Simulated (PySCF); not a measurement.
Computed Raman spectrum (relative Raman activity) of a molecule CH7NSi2. Coordinates come from a B3LYP-D3(BJ)/def2-SVP optimisation. One conformer was computed; it need not be the lowest. Level of theory: B3LYP-D3(BJ)/def2-SVP (PySCF). Frequencies are harmonic and unscaled.

Lines under 2 % of the strongest are left out, and lines within 2 cm⁻¹ are merged.

ν (cm⁻¹): 425 (w), 431 (w), 438 (w), 597 (w), 655 (w), 668 (w), 767 (w), 845 (vw), 849 (vw), 948 (w), 1008 (w), 1174 (w), 1482 (w), 2165 (s), 2177 (vs), 2212 (vs), 2220 (m), 2986 (s), 3025 (s), 3583 (vs) (against the strongest line: vs over 80 %, s over 45 %, m over 15 %, w over 4 %, vw less)

Pick the molecule that these values belong to.
A. C1N[SiH2][SiH2]1
B. [SiH3]/C=N\[SiH3]
C. C1[SiH2]N[SiH2]1

A, C1N[SiH2][SiH2]1
